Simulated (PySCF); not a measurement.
Isomers of C4H7F3O3, one GFN2-xTB conformer each. Single-point energies are computed at PBE0/pcSseg-1 (PySCF, gas phase, no added dispersion term), electronic only.

Problem. Rank them by PBE0/pcSseg-1 energy, lowest first (kcal/mol).
A. `[CH3:1][O:2][CH:3]([O:4][CH3:5])[O:6][C:7]([F:8])([F:9])[F:10]` with C1–O2–C3–O4 -168°, O2–C3–O4–C5 -50°, O2–C3–O6–C7 -156°
B. `[CH3:1][O:2][C:3]([F:4])([O:5][CH3:6])[O:7][CH:8]([F:9])[F:10]` with C1–O2–C3–F4 66°, O2–C3–O5–C6 -49°, O2–C3–O7–C8 -172°, C3–O7–C8–F9 100°

Solution. B (0.0), A (1.0).

Neighbours under 2.5 kcal/mol apart (COC(F)(OC)OC(F)F and COC(OC)OC(F)(F)F) can change places with a better method, another conformer or zero-point energy. GFN2-xTB itself gives, in the same order: 0.0, 4.3. Both levels put the same isomer lowest.

Problem. Which frontier levels, dipoles and rotational constants go with these structures?

Solution. 
```tsv
SMILES	HOMO (eV, PBE0/pcSseg-1)	LUMO (eV)	dipole (D)	A, B, C (MHz)
COC(F)(OC)OC(F)F	-8.92	1.67	3.11	1865, 1004, 801.8
COC(OC)OC(F)(F)F	-8.61	1.49	2.79	1842, 1024, 785.2
```
